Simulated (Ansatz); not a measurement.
Basis sets compared for K₂Na₆⁺. The state is a doublet with charge 1. Geometry PBE0/def2-SVP. Ansatz on 4 threads of Arm Neoverse V1 on a shared host; times are rough, and most runs start from earlier orbitals.

```csv
atom,x (Å),y (Å),z (Å)
Na1,1.495,-2.180,-1.619
Na2,0.672,0.872,-3.343
Na3,2.785,-0.955,2.226
Na4,-1.346,3.208,-0.682
Na5,0.810,0.728,0.082
Na6,-0.390,-2.342,1.559
K7,-2.605,-0.704,-1.371
K8,-1.420,1.374,3.149
```

Another isomer (doublet) lies 0.07 eV lower at PBE0/def2-TZVP; other spin states weren't run for this one.

| level | functions | energy (Eh) | HOMO (eV) | LUMO (eV) | wall time |
| --- | --- | --- | --- | --- | --- |
| PBE/def2-SVP | 138 | -2171.8818 | -5.41 | -4.94 | 9.5 s |
| PBE0/def2-SVP | 138 | -2172.0645 | -5.79 | -4.41 | 16 s |

Task: Estimate the rows for PBE/def2-TZVP (with forces), PBE0/def2-TZVP.

Result: 
| level | functions | energy (Eh) | HOMO (eV) | LUMO (eV) | wall time |
| --- | --- | --- | --- | --- | --- |
| PBE/def2-TZVP (with forces) | 258 | -2172.3955 | -5.43 | -4.94 | 14 s |
| PBE0/def2-TZVP | 258 | -2172.5724 | -5.82 | -4.40 | 30 s |
